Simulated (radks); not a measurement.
Excited configurations of Zr IV: one electron is placed in a higher orbital outside [Kr]. The ground configuration is [Kr] 4d1. All-electron calculation, scalar-relativistic Kohn-Sham, LDA (Slater exchange, Perdew-Wang correlation), spin-unpolarised, spherical densities, finite nucleus; Fermi nuclear charge, rms radius 4.2694 fm. Program: a radial shooting solver on a logarithmic mesh with Libxc functionals. Excitation = E - E(ground); binding = E(ion) - E, where the ion is the core of charge +4; n* = 4/sqrt(2 binding) in atomic units, and the quantum defect is n - n*.

| outer orbital | excitation (eV) | binding (eV) | quantum defect | eigenvalue (eV) |
|---|---|---|---|---|
| 4f | 19.495 | 14.885 | 0.176 | -12.240 |
| 5f | 24.471 | 9.909 | 0.313 | -8.523 |
| 6s | 18.479 | 15.901 | 2.300 | -14.174 |
| 6p | 20.715 | 13.665 | 2.009 | -12.132 |
| 6d | 24.129 | 10.250 | 1.392 | -9.062 |
| 6f | 27.474 | 6.905 | 0.385 | -6.077 |
| 7s | 24.451 | 9.928 | 2.317 | -8.906 |
| 7d | 27.384 | 6.995 | 1.421 | -6.243 |

The Delta-SCF ionisation energy is 34.379 eV (NIST Atomic Spectra Database: 34.418 eV, measured). Self-interaction in the functional shifts the binding energies and quantum defects, so they are the method's values and not measured ones. Spin polarisation and multiplet splitting are left out, so open shells lie too high by an amount that depends on their filling.

Beside tabulated values, note that spin-unpolarised runs miss the spin-polarisation part of the exchange energy of open shells.
